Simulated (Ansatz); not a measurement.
Ideal-gas functions of ClGaH$_{4}$Si (`[SiH3][GaH][Cl]`) at 400 K and 1 bar, from an Ansatz frequency run at PBE0-D4/def2-TZVP.

Molar mass 137.29 g/mol, point group Cs (symmetry number 1), electronic degeneracy 1, moments of inertia 63.647, 252.011, 309.761 u Å². Harmonic wavenumbers (cm⁻¹, unscaled): 31, 93, 332, 344, 408, 477, 506, 623, 856, 932, 938, 1985, 2215, 2229, 2230.

Use S(trans) = R[1.5 ln M + 2.5 ln T − 1.1517]; rotational temperatures θ = 24.2544 K / I; S(rot) = R[ln(√π/σ · √(T³/θAθBθC)) + 1.5]; for each mode x = 1.438777 ν̃/T, S = R[x/(eˣ − 1) − ln(1 − e⁻ˣ)] and H = RT x/(eˣ − 1); 1 cm⁻¹ = 0.0119627 kJ/mol; R = 8.31446 J/(mol·K).

Problem. By hand: the entropy, in J/(mol·K).

Solution. Translation 176.4. Rotation: θ = 0.3811, 0.0962, 0.0783 K, giving 116.3. Vibration, mode by mode: 26.56, 17.46, 7.32, 7.05, 5.83, 4.78, 4.40, 3.15, 1.63, 1.31, 1.28, 0.05, 0.03, 0.02, 0.02, in all 80.9. Electronic 0.0. Sum 373.6 J/(mol·K).

Problem. By hand: H − E and G − E in kJ/mol, counted from the electronic energy.

Solution. Zero-point energy ½ × 14199 × 0.0119627 = 84.9; thermal vibration 15.5; translation, rotation and pV give 4 RT = 13.3. H − E = 113.7 kJ/mol, and G − E = 113.7 − 400 × 373.6/1000 = -35.7 kJ/mol.

Vibration gives 22 % of the entropy, 44.0 J/(mol·K) of it from the modes under 150 cm⁻¹: soft modes count most, and the harmonic formula is weakest for them.
